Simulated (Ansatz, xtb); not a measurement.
## Relative energy of two structures of GeHNSi2

Structure I is a singlet given by its coordinates and structure II is a singlet given by its coordinates. Both are isolated molecules in the gas phase, relaxed with PBE0-D3(BJ)/def2-SVP.

I (Å):

```yaml
atoms:
  - { symbol: Ge, position_ang: [0.6386, 0.2410, 1.3619] }
  - { symbol: N, position_ang: [-1.0664, -0.0211, 0.4743] }
  - { symbol: Si, position_ang: [0.6079, -0.6630, -0.8212] }
  - { symbol: Si, position_ang: [-1.2111, -1.7659, 0.1040] }
  - { symbol: H, position_ang: [-1.7497, 0.7116, 0.2829] }
```

Close contacts (Å): Ge1–N2 1.94, Ge1–Si3 2.36, N2–Si4 1.79, Si3–Si4 2.32, N2–H5 1.02.

II (Å):

```xyz
5

Ge   -1.1240    3.3342    0.4986
N    -1.9453    2.2767   -0.9584
Si   -3.0276    1.7127    0.1767
Si   -0.7640    3.2071   -1.9779
H     0.4023    2.2255   -1.7510
```

Close contacts (Å): Ge1–N2 1.98, Ge1–Si3 2.52, Ge1–Si4 2.51, N2–Si3 1.67, N2–Si4 1.82, Si4–H5 1.54.

Quicker runs give these differences E(II) − E(I): GFN2-xTB −0.9 kJ/mol; HF/STO-3G −40.8 kJ/mol (at GFN2-xTB geometries); r2SCAN-D4/def2-SVP −23.9 kJ/mol (at GFN2-xTB geometries).

Q: Estimate E(II) − E(I) at the level CCSD(T)/def2-TZVP.

A: Calculated at CCSD(T)/def2-TZVP: E(II) − E(I) = −10.7 kJ/mol, so structure II lies lower.

The same difference at several levels:

| level | geometry | E(II) − E(I) (kJ/mol) | departure from the last row (kJ/mol) | job, with rough time for the two |
| --- | --- | --- | --- | --- |
| GFN2-xTB | GFN2-xTB | −0.9 | +9.8 | optimisation, 0.27 s |
| HF/STO-3G | GFN2-xTB | −40.8 | −30.1 | single point, 0.56 s |
| r2SCAN-D4/def2-SVP | GFN2-xTB | −23.9 | −13.2 | single point, 2.4 s |
| PBE0-D3(BJ)/def2-SVP | PBE0-D3(BJ)/def2-SVP | +14.7 | +25.4 | optimisation, 25 s |
| HF/def2-TZVP | PBE0-D3(BJ)/def2-SVP | −33.1 | −22.4 | part of the CCSD(T) run |
| MP2/def2-TZVP | PBE0-D3(BJ)/def2-SVP | −18.8 | −8.1 | part of the CCSD(T) run |
| CCSD(T)/def2-TZVP | PBE0-D3(BJ)/def2-SVP | −10.7 |  | single point, 44 s |

PBE0-D3(BJ)/def2-SVP puts the two in the other order. GFN2-xTB finds them nearly level. The largest departure from CCSD(T)/def2-TZVP is that of HF/STO-3G, 30.1 kJ/mol.

With harmonic frequencies from PBE0-D3(BJ)/def2-SVP (ideal gas, rigid rotor, one conformer each, 298.15 K, 1 atm): on the last row, ΔE + ΔZPE = −21.8, ΔH = −21.1, ΔG = −22.9 kJ/mol.

The T1 diagnostic of structures I and II is large, so the coupled-cluster value is less sure. The correlated steps freeze 20 core orbitals; the filled d shell of Ge is correlated, in a basis made for valence electrons. Codes used: Ansatz 0.2.0, xtb 6.7.1; the last row on 2 threads of Intel(R) Xeon(R) Platinum 8375C CPU @ 2.90GHz (Ice Lake) on a shared host.
